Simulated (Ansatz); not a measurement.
A run for Ansatz (an electronic-structure program): R-CCSD(T)/def2-TZVPP on H3NPbS (SMILES [NH2][Pb][SH]), a point of a torsion scan. Elements past Kr take the def2 small-core potentials; no spin–orbit coupling. The run froze 15 orbitals, filled d shells among them.

Ansatz 0.2 input:
```yaml
crystal:
  periodic: [false, false, false]
  atoms:
    - {symbol: N, position_ang: [-1.30045806, 0.04164883, 0.13415602]}
    - {symbol: Pb, position_ang: [0.13693349, -1.24485071, 1.01566949]}
    - {symbol: S, position_ang: [2.08337313, -0.33082155, -0.33158595]}
    - {symbol: H, position_ang: [-2.28617141, 0.08113378, 0.33587358]}
    - {symbol: H, position_ang: [-1.11380624, 0.73310869, -0.57256191]}
    - {symbol: H, position_ang: [3.01412190, -1.11614399, 0.19355027]}
basis:
  gaussian:
    orbitals: def2-TZVPP
magnetization: {spin_polarized: false}
correlation: {method: ccsd_t, electrons: outside_noble_gas}
scf: {lower_state_search: off}
```

Give the final energy of this run.

-646.1687 hartree (reference determinant -645.6383, T1 diagnostic 0.016).

How many basis functions does it have, and what does it roughly cost on one machine?

165 functions; about 23 core-seconds (a rough figure).
